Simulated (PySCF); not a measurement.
**The second ionisation energy along group 14**

All values are computed (PySCF 2.14, energy differences of UHF-based or UKS calculations, no spin-orbit coupling). Values in eV. The last column holds reference values (NIST; (s) semi-empirical, (t) theoretical, else measured). Unmarked ones compare directly (S terms, centres of terms, or small fine structure); those marked * lie between the lowest fine-structure levels and include a spin-orbit shift.

```json
{"element": "C (def2-QZVPPD, non-relativistic)", "configurations": "[He] 2s2 2p1 → [He] 2s2", "MP2 (valence)": "24.420", "CCSD (valence)": "24.246", "CCSD(T) (valence)": "24.280", "LDA": "24.776", "r2SCAN": "25.011", "MP2 (valence and next inner shell)": "24.451", "reference": "24.378"}
{"element": "Si (def2-QZVPPD, non-relativistic)", "configurations": "[Ne] 3s2 3p1 → [Ne] 3s2", "MP2 (valence)": "16.139", "CCSD (valence)": "16.241", "CCSD(T) (valence)": "16.274", "LDA": "16.371", "r2SCAN": "16.538", "MP2 (valence and next inner shell)": "16.134", "reference": "16.322"}
{"element": "Ge (def2-QZVPPD, non-relativistic)", "configurations": "[Ar] 3d10 4s2 4p1 → [Ar] 3d10 4s2", "MP2 (valence)": "15.523", "CCSD (valence)": "15.585", "CCSD(T) (valence)": "15.609", "LDA": "15.913", "r2SCAN": "15.991", "MP2 (valence and next inner shell)": "15.679", "reference": "15.789"}
{"element": "Sn (def2-QZVPPD with the def2 core potential (28 electrons), ECP)", "configurations": "[Kr] 4d10 5s2 5p1 → [Kr] 4d10 5s2", "MP2 (valence)": "13.989", "CCSD (valence)": "14.045", "CCSD(T) (valence)": "14.065", "LDA": "14.406", "r2SCAN": "14.390", "MP2 (valence and next inner shell)": "14.133", "reference": "14.282"}
{"element": "Pb (def2-QZVPPD with the def2 core potential (60 electrons), ECP)", "configurations": "[Xe] 4f14 5d10 6s2 6p1 → [Xe] 4f14 5d10 6s2", "MP2 (valence)": "13.422", "CCSD (valence)": "13.466", "CCSD(T) (valence)": "13.479", "LDA": "13.918", "r2SCAN": "13.810", "MP2 (valence and next inner shell)": "13.626", "reference": "13.869"}
```

Problem. Which of these methods has the smallest mean absolute error against the measured values here?

Solution. LDA, with 0.149 eV.

| method | elements | mean error (eV) | mean absolute error (eV) | largest error (eV) |
| --- | --- | --- | --- | --- |
| MP2 (valence) | 5 | -0.229 | 0.246 | -0.447 |
| CCSD (valence) | 5 | -0.211 | 0.211 | -0.402 |
| CCSD(T) (valence) | 5 | -0.186 | 0.186 | -0.389 |
| LDA | 5 | 0.149 | 0.149 | 0.398 |
| r2SCAN | 5 | 0.220 | 0.244 | 0.633 |
| MP2 (valence and next inner shell) | 5 | -0.123 | 0.153 | -0.242 |

Errors include the incompleteness of the basis and the frozen core.

"Valence" correlates the outer s and p shells and, in groups 3 to 12 and the f block, the outer d or f shell, open or full, or the next shell where the ion has no valence electron left; the wider scheme adds the next inner shell.
